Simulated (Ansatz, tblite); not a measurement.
Two members of one family (PtnHm), computed with Ansatz in the gas phase; def2 core potentials for Pt, no spin–orbit coupling. The two geometries come from different levels. Binding counts from free atoms in the multiplicity of their measured ground term, without zero-point energy. Singlets are spin-restricted. A dash marks a value that wasn't run or was left out as unsound. The structures are stationary points that may keep the symmetry of their start.

First: Pt2H2 (singlet, charge 0, PBE0-D4/def2-TZVP geometry).

```xyz
4

Pt    0.633    0.263   -1.090
Pt   -1.170   -0.001    0.536
H    -0.499    0.922    1.520
H     1.037   -1.184   -0.966
```

```json
{"level": "PBE-D4/def2-TZVP", "HOMO (eV)": "-5.17", "LUMO (eV)": "-4.32", "gap (eV)": "0.85", "vertical IE (eV)": "8.44", "binding per atom (eV)": "2.51"}
{"level": "PBE-D4/def2-TZVPD", "HOMO (eV)": "-5.18", "LUMO (eV)": "-4.33", "gap (eV)": "0.85", "vertical IE (eV)": "–", "binding per atom (eV)": "2.51"}
{"level": "BLYP-D4/def2-TZVP", "HOMO (eV)": "-5.08", "LUMO (eV)": "-4.28", "gap (eV)": "0.80", "vertical IE (eV)": "–", "binding per atom (eV)": "2.42"}
{"level": "r2SCAN-D4/def2-TZVP", "HOMO (eV)": "-5.37", "LUMO (eV)": "-4.14", "gap (eV)": "1.23", "vertical IE (eV)": "8.41", "binding per atom (eV)": "2.49"}
{"level": "PBE0-D4/def2-TZVP", "HOMO (eV)": "-6.40", "LUMO (eV)": "-3.30", "gap (eV)": "3.09", "vertical IE (eV)": "8.51", "binding per atom (eV)": "2.29"}
```

The relaxed triplet lies at 0.17 eV (r2SCAN-D4/def2-TZVP) to 0.41 eV (CAM-B3LYP-D4/def2-TZVP) from the singlet. The relaxed quintet lies at 2.28 eV (RPA@PBE/def2-TZVP) to 2.68 eV (LDA (SPW92)/def2-TZVP) from the singlet.

Second: Pt2H4 (singlet, charge 0, B3LYP-D4/def2-TZVP geometry).

```xyz
6

Pt    1.011    0.650    0.478
Pt   -1.007   -0.653   -0.478
H     1.892    0.693   -0.756
H    -1.495   -2.115   -0.564
H     1.491    2.115    0.566
H    -1.891   -0.690    0.754
```

Estimate how these quantities change from the first to the second (second minus first).


| level | Δ HOMO (eV) | Δ LUMO (eV) | Δ gap (eV) | Δ vertical IE (eV) | Δ binding per atom (eV) |
| --- | --- | --- | --- | --- | --- |
| PBE-D4/def2-TZVP | -0.67 | 0.82 | 1.49 | 0.54 | 0.17 |
| PBE-D4/def2-TZVPD | -0.67 | 0.81 | 1.48 | – | 0.17 |
| BLYP-D4/def2-TZVP | -0.64 | 0.79 | 1.44 | – | 0.19 |
| r2SCAN-D4/def2-TZVP | -0.67 | 0.83 | 1.50 | 0.54 | 0.20 |
| PBE0-D4/def2-TZVP | -0.62 | 0.63 | 1.25 | 0.49 | 0.21 |

The relaxed triplet lies at 0.91 eV (BHLYP-D4/def2-TZVP) to 1.13 eV (BLYP-D4/def2-TZVP) from the singlet. The relaxed quintet lies at 3.22 eV (RPA@PBE/def2-TZVP) to 3.67 eV (ωB97M-V/def2-TZVP) from the singlet.
